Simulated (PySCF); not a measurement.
GeHO, SMILES [Ge]=[OH+] (connectivity only; charge and spin as stated), charge +1, multiplicity 1. Geometry optimised at PBE0-D3(BJ)/def2-TZVP. The isomer is the one that the SMILES or the coordinates give; other isomers of the formula were not compared.

Level of theory: PBE0-D3(BJ)/def2-TZVP in PySCF.

Harmonic wavenumbers (cm⁻¹): 196, 196, 902, 3836. Rotational constants (GHz): 12.11 (linear); symmetry number 1.

Work out the zero-point energy and the ideal-gas rigid-rotor harmonic-oscillator thermochemistry at 298.15 K and 1 atm.

ZPE = ½ Σ hcν = ½ × 5130 cm⁻¹ = 30.69 kJ/mol. H − E(el) = 42.48 kJ/mol. Entropy in J/(mol K): translation 164.82, rotation 60.20, vibration 18.75, total 243.76. G − E(el) = -30.20 kJ/mol. Cp = 46.62 J/(mol K).
